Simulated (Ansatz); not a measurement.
A nudged elastic band was laid between two geometries of C$_{2}$H$_{5}$BrF$_{2}$Sn (11 atoms, charge 0, multiplicity 1).

Computed with Ansatz, RKS PBE-D4/def2-SVP.

| Item | Value |
| --- | --- |
| movable images | 7 |
| climbing image | yes |
| spring | 5.0 eV/Å² |
| optimiser | quadratic models (default) |
| start path | through a guess of the saddle point |
| force threshold | 0.05 eV/Å |
| iteration limit | 60 |
| end points | relaxed |

Initial state:

```xyz
11
Properties=species:S:1:pos:R:3
F -1.323 1.975 0.294
C -1.625 0.702 -0.099
F -1.976 -0.027 1.013
Sn 0.167 -0.280 -0.971
C 1.420 -0.673 0.771
Br 2.164 0.996 1.472
H -2.513 0.746 -0.773
H -0.313 -1.775 -1.710
H 0.993 0.745 -2.085
H 0.805 -1.120 1.574
H 2.266 -1.344 0.535
```

Final state:

```xyz
11
Properties=species:S:1:pos:R:3
F -0.983 1.959 0.341
C -1.570 0.811 -0.136
F -2.216 0.193 0.896
Sn 0.068 -0.479 -0.903
C 1.582 -0.346 0.661
Br 1.015 -1.334 2.253
H -2.331 1.107 -0.896
H -0.436 -2.115 -1.111
H 0.674 0.196 -2.382
H 2.555 -0.759 0.339
H 1.708 0.711 0.960
```

(1) What changes between the two ends?

(2) Give the energies along the band, and the barrier.

(3) What is the geometry of the highest image?

(4) What are the harmonic wavenumbers there?

Results:

(1) No bond is made or broken. The dihedral C2–Sn4–C5–H10 goes from 46 to -168°. The two ends are copies of one structure, up to a mirror image or an exchange of like atoms.

(2) The forces met the threshold. The highest image is number 4 of 0 to 8, 4.8 kJ/mol above the ends, which have the same energy within 2 meV. A vibrational analysis at the climbing image gives one clearly imaginary mode, 45i cm⁻¹: a first-order saddle point.

```json
{"image": "0", "path coordinate (Å)": "0.00", "energy (kJ/mol)": "0.0", "dihedral C2–Sn4–C5–H10 (°)": "46"}
{"image": "1", "path coordinate (Å)": "0.64", "energy (kJ/mol)": "0.8", "dihedral C2–Sn4–C5–H10 (°)": "65"}
{"image": "2", "path coordinate (Å)": "1.28", "energy (kJ/mol)": "2.5", "dihedral C2–Sn4–C5–H10 (°)": "83"}
{"image": "3", "path coordinate (Å)": "1.93", "energy (kJ/mol)": "4.1", "dihedral C2–Sn4–C5–H10 (°)": "102"}
{"image": "4", "path coordinate (Å)": "2.57", "energy (kJ/mol)": "4.8", "dihedral C2–Sn4–C5–H10 (°)": "120"}
{"image": "5", "path coordinate (Å)": "3.21", "energy (kJ/mol)": "4.1", "dihedral C2–Sn4–C5–H10 (°)": "138"}
{"image": "6", "path coordinate (Å)": "3.85", "energy (kJ/mol)": "2.4", "dihedral C2–Sn4–C5–H10 (°)": "156"}
{"image": "7", "path coordinate (Å)": "4.49", "energy (kJ/mol)": "0.7", "dihedral C2–Sn4–C5–H10 (°)": "174"}
{"image": "8", "path coordinate (Å)": "5.13", "energy (kJ/mol)": "0.0", "dihedral C2–Sn4–C5–H10 (°)": "-168"}
```

(3) 
```xyz
11
Properties=species:S:1:pos:R:3:forces:R:3
F -1.063 2.120 0.151 0.00 0.00 0.00
C -1.574 0.889 -0.154 -0.01 -0.01 0.00
F -2.137 0.353 0.972 0.00 0.00 0.00
Sn 0.062 -0.438 -0.867 0.00 0.00 0.00
C 1.580 -0.646 0.699 0.00 0.01 0.00
Br 1.149 0.350 2.326 0.00 0.00 0.00
H -2.382 1.028 -0.911 0.01 0.00 0.00
H -0.596 -1.997 -1.237 0.00 0.00 0.00
H 0.786 0.263 -2.276 0.00 0.00 0.00
H 1.685 -1.709 0.984 0.00 0.00 0.00
H 2.554 -0.270 0.333 0.00 0.00 0.00
```

(4) 45i, 47, 61, 119, 163, 235, 341, 459, 473, 512, 537, 603, 629, 675, 676, 1027, 1063, 1064, 1087, 1238, 1319, 1348, 1831, 1853, 2942, 3033, 3116 cm⁻¹.

The run took 110 s on 2 threads of Intel(R) Xeon(R) 6975P-C (Granite Rapids), with other jobs on the host, peak memory 0.22 GiB.
